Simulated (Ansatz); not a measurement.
Single points on Al(AsH3)H3 (AlAsH₆).

```yaml
crystal:
  periodic: [false, false, false]
  atoms:
    - {symbol: Al, position_ang: [-0.004478, 0.010505, -1.521968]}
    - {symbol: As, position_ang: [0.003582, -0.008741, 1.093666]}
    - {symbol: H, position_ang: [0.735698, 1.067198, 1.853458]}
    - {symbol: H, position_ang: [0.575564, -1.184921, 1.842200]}
    - {symbol: H, position_ang: [-1.294688, 0.079880, 1.853315]}
    - {symbol: H, position_ang: [1.578210, -0.054188, -1.713020]}
    - {symbol: H, position_ang: [-0.739786, 1.416327, -1.692280]}
    - {symbol: H, position_ang: [-0.854102, -1.326062, -1.715362]}
basis:
  gaussian: {orbitals: def2-TZVP, initial_orbitals: start.molden}
hamiltonian: {xc: {name: B3LYP}, dispersion: d4}
scf: {omitted_lower_state_checks: [starts]}
output: {orbitals: {seedname: orbitals}}
```

The file start.molden holds the orbitals of an earlier run on this structure, at another level or in another basis.

```sh
$ ansatz run in.yaml --threads 4 --pin off --events-out ev --progress --plain --max-ram 3916MiB
```

Output, abridged:

```
Functional definition: B3LYP
939 factors; their error is unknown
mean field evaluation 1: about -67537.2749 eV, gradient 6.5e0 eV
mean field evaluation 2: about -67537.3228 eV, gradient 4.5e-2 eV
mean field evaluation 4: about -67537.5296 eV, gradient 9.5e-5 eV
mean field -67537.52960708 eV, -2481.9584344784 hartree, gradient 2.6e-5 eV, S^2 0.000000; 0 other end points of the search recorded, 0 dependent functions left out
reference -67537.52990226 eV, -2481.9584453262 hartree; 26, 26 occupied and 95, 95 virtual orbitals, 939 factors
Total energy: -67537.74528460 eV, -2481.9663604809 hartree
Checks for a lower state left out: starts
```

It took 1.8 s on 4 threads of Intel Xeon on a shared host.

The first input with `gaussian: {orbitals: def2-SVP, initial_orbitals: start.molden}`, `hamiltonian: {xc: pbe0, dispersion: d4}` (abridged; 1.4 s):

```
Functional definition: PBE0
mean field -67514.78004522 eV, -2481.1224035002 hartree, gradient 7.0e-6 eV, S^2 0.000000
Total energy: -67514.89275310 eV, -2481.1265454386 hartree
Checks for a lower state left out: starts
```

The first input with `hamiltonian: {xc: hf}` (abridged; 1.1 s):

```
Functional definition: HF
mean field -67472.95731688 eV, -2479.5854465824 hartree, gradient 2.1e-5 eV, S^2 0.000000
Total energy: -67472.95731688 eV, -2479.5854465824 hartree
Checks for a lower state left out: starts
```

First input, but with `hamiltonian: {xc: r2scan, dispersion: d4}` (abridged; 2.2 s):

```
Functional definition: r2SCAN
mean field -67534.28020819 eV, -2481.8390212718 hartree, gradient 8.1e-5 eV, S^2 0.000000
Total energy: -67534.31142954 eV, -2481.8401686352 hartree
Checks for a lower state left out: starts
```

First input, but with `hamiltonian: {xc: {name: BHLYP}, dispersion: d4}` (abridged; 1.9 s):

```
Functional definition: BHLYP
mean field -67534.92812166 eV, -2481.8628316525 hartree, gradient 1.8e-5 eV, S^2 0.000000
Total energy: -67535.11007972 eV, -2481.8695184881 hartree
Checks for a lower state left out: starts
```

The first input with `hamiltonian: {xc: {name: revPBE}, dispersion: d4}` (abridged; 1.3 s):

```
Functional definition: revPBE
mean field -67529.10876236 eV, -2481.6489741429 hartree, gradient 7.3e-5 eV, S^2 0.000000
Total energy: -67529.47250648 eV, -2481.6623414926 hartree
Checks for a lower state left out: starts
```

First input, but with `correlation: {method: mp2}` and without the key `hamiltonian` (abridged; 1.4 s):

```
Functional definition: HF
mean field -67472.95815179 eV, -2479.5854772646 hartree, gradient 1.8e-6 eV, S^2 0.000000
14 core orbitals not correlated: weight in the atoms' cores, before any rotation towards them, 1.000 or more for the frozen orbitals, at most 0.000 for the correlated occupied ones
second order -10.05260261 eV of doubles, -0.00000000 eV of singles
Total energy: -67483.01075440 eV, -2479.9549035965 hartree
Checks for a lower state left out: starts
```

Geometry: r2SCAN-D4/def2-TZVP.

B3LYP takes the VWN-RPA correlation. Correlated methods freeze 14 core orbitals; core or outer-core shells of As are correlated, in sets that lack core-valence functions.
